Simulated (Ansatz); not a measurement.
Geometry optimisation, RKS B3LYP/STO-3G (Ansatz).

Input:

```yaml
crystal:
  periodic: [false, false, false]
  atoms:
    - { symbol: Si, position_ang: [0.0, 0.0, 0.0] }
    - { symbol: F, position_ang: [0.0, 0.0, 1.59] }
    - { symbol: "N", position_ang: [1.7163, 0.0, -0.6061] }
    - { symbol: C, position_ang: [2.4072, -1.273, -0.8567] }
    - { symbol: H, position_ang: [1.7433, -1.947, -1.4373] }
    - { symbol: H, position_ang: [3.3364, -1.083, -1.4334] }
    - { symbol: H, position_ang: [2.6645, -1.7518, 0.1112] }
    - { symbol: C, position_ang: [2.4114, 1.273, -0.8449] }
    - { symbol: H, position_ang: [3.0382, 1.1875, -1.757] }
    - { symbol: H, position_ang: [1.6647, 2.0824, -0.9844] }
    - { symbol: H, position_ang: [3.0569, 1.5118, 0.0259] }
    - { symbol: "N", position_ang: [-0.8572, 1.4851, -0.6061] }
    - { symbol: H, position_ang: [-1.8773, 1.43, -0.8888] }
    - { symbol: H, position_ang: [-0.3367, 2.4058, -0.6766] }
    - { symbol: "N", position_ang: [-0.8572, -1.4851, -0.6061] }
    - { symbol: H, position_ang: [-1.3922, -2.1014, 0.0704] }
    - { symbol: H, position_ang: [-0.8219, -1.7344, -1.6357] }
basis:
  gaussian: { orbitals: STO-3G }
hamiltonian:
  xc: b3lyp
relax:
  f_tol: 0.02
  max_steps: 40
```

Run as:

```bash
$ ansatz run input.yaml --threads 1 --pin off --max-ram 2048MiB --backend cpu --events-out ev --progress --plain --runs-dir out
```

Task: Where does it end, and by what steps?

Result: The forces met the threshold. Limits of this set-up: minimal basis. After 36 steps the energy has fallen by 1.006 eV; H5 moved furthest, 2.27 Å.

```tsv
step	energy less start (eV)	largest force component (eV/Å)	accepted
0	0.0000	4.040	yes
2	-0.7602	0.375	yes
4	-0.8254	0.444	yes
6	-0.8492	0.199	yes
8	-0.8816	0.429	yes
10	-0.9090	0.383	yes
12	-0.9242	0.326	yes
14	-0.9419	0.222	yes
16	-0.9464	0.038	yes
18	-0.9490	0.106	yes
20	-0.9529	0.170	yes
22	-0.9579	0.338	yes
24	-0.9640	0.098	yes
26	-0.9748	0.316	yes
28	-0.9874	0.146	yes
30	-1.0004	0.188	yes
32	-1.0039	0.063	yes
34	-1.0054	0.023	yes
36	-1.0057	0.016	yes
```

```xyz
17
Properties=species:S:1:pos:R:3
Si -0.070 -0.146 -0.152
F -0.206 -1.032 1.212
N 1.661 0.089 -0.329
C 2.575 -1.049 -0.034
H 2.141 -1.655 0.783
H 2.752 -1.718 -0.906
H 3.564 -0.677 0.300
C 2.170 0.971 -1.416
H 2.322 0.441 -2.383
H 1.446 1.789 -1.581
H 3.142 1.417 -1.131
N -0.746 1.460 -0.152
H -1.788 1.490 -0.105
H -0.389 2.088 0.601
N -1.005 -1.003 -1.370
H -0.646 -1.963 -1.583
H -1.027 -0.502 -2.290
```

The run took 2.9 min on 1 thread of Arm Neoverse V2, with other jobs on the host, peak memory 0.16 GiB.
